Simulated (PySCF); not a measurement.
Question: What does the PBE0-D3(BJ)/def2-SVP structure of `[GeH3][GeH2][NH][SiH3]` look like in three dimensions?

Answer: 
Z-matrix in Å and degrees, rows numbered from 1:
```
Si
N   1  1.7328
Ge  2  1.8459  1  129.07
Ge  3  2.4209  2  109.93  1   -22.51
H   1  1.4948  2  107.79  3    31.33
H   1  1.4958  2  109.76  3   150.82
H   1  1.5004  2  114.90  3   -88.26
H   2  1.0165  1  116.45  3   168.03
H   3  1.5440  2  107.63  1  -143.78
H   3  1.5485  2  110.88  1    98.97
H   4  1.5410  3  108.05  2  -175.34
H   4  1.5377  3  111.24  2   -56.00
H   4  1.5384  3  111.00  2    65.82
```

N2 (silicon-bound nitrogen) is almost planar (angles 129.1°, 116.4° and 113.5°, sum 359.1°, 0.08 Å off the plane of its three neighbours). Ge4 (germanium bonded to Ge and 3 H) is tetrahedral (angles from 108.1° to 111.2°). Ge3 (germanium bonded to Ge, N and 2 H) is tetrahedral (angles from 107.4° to 111.2°). Si1 (SiH3 silicon) is distorted tetrahedral (angles from 107.2° to 114.9°).

Computed with PySCF 2.14.0, PBE0-D3(BJ)/def2-SVP geometry optimisation, gas phase.

Point group: C1 (no symmetry element, even within 0.4 Å). Stationary, but not proved a minimum. One conformer, not necessarily the lowest (Si1–N2–Ge3–Ge4 -23°).

Time: 88 s; peak memory 0.68 GiB. Hardware: Arm Neoverse V2, one thread, shared host with 96 logical CPUs at a one-minute load of 55. That covers the optimisation of the geometry.
